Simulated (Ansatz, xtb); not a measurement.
# Isomers of B2F2HN in order of energy

4 gas-phase structures of B2F2HN, found in a search over its isomers (lower ones may exist). Each was relaxed with GFN2-xTB:

A. `FB=NBF`, a singlet
B. `FB1NB1F`, a singlet
C. `B=NB(F)F`, a singlet
D. a singlet given by its coordinates

D (Å):

```xyz
6

B     0.0356    0.1499   -0.0861
B     0.3785   -0.8990    1.1217
F    -0.4131   -1.8950    1.4871
F     1.4807   -0.8567    1.8533
N    -0.2262    0.9459   -1.0018
H    -0.4351    1.5809   -1.7332
```

Close contacts (Å): B1–B2 1.64, B1–N5 1.24, B2–F3 1.32, B2–F4 1.32, N5–H6 0.99.

**Question.** Estimate their order in r2SCAN-D4/def2-SVP energy at these geometries, lowest first.

**Answer.** Calculated order at r2SCAN-D4/def2-SVP: C (0.0), A (13.6), D (27.8), B (28.6) kcal/mol. Less than 1 kcal/mol parts D and B, so the order within that pair means little.

Energies above the lowest of each column, in kcal/mol; the last columns are at PBE0-D3(BJ)/def2-SVP geometries and were run for some of them only (a dash: not run or not comparable):

```
structure  GFN2-xTB  HF/STO-3G  r2SCAN-D4/def2-SVP  PBE0-D3(BJ)/def2-SVP  CCSD(T)/def2-TZVP
        C       0.0        0.0                 0.0                   0.0                0.0
        A       4.3       11.6                13.6                  13.2               15.4
        D      32.0       36.9                27.8                  26.5               25.3
        B      38.3       33.2                28.6                     –                  –
```

Every level run on C puts it lowest or level with the lowest. Flexible structures stand in one conformer each, not always the lowest. Frequencies (PBE0-D3(BJ)/def2-SVP) were run for A, C, D alone.

Over these structures GFN2-xTB departs from r2SCAN-D4/def2-SVP by 5.8 kcal/mol on average once a common shift is removed. A GFN2-xTB relaxation took about 0.17 s and the r2SCAN-D4/def2-SVP energy about 1.1 s on a shared host (Ansatz 0.2.0, xtb 6.7.1).
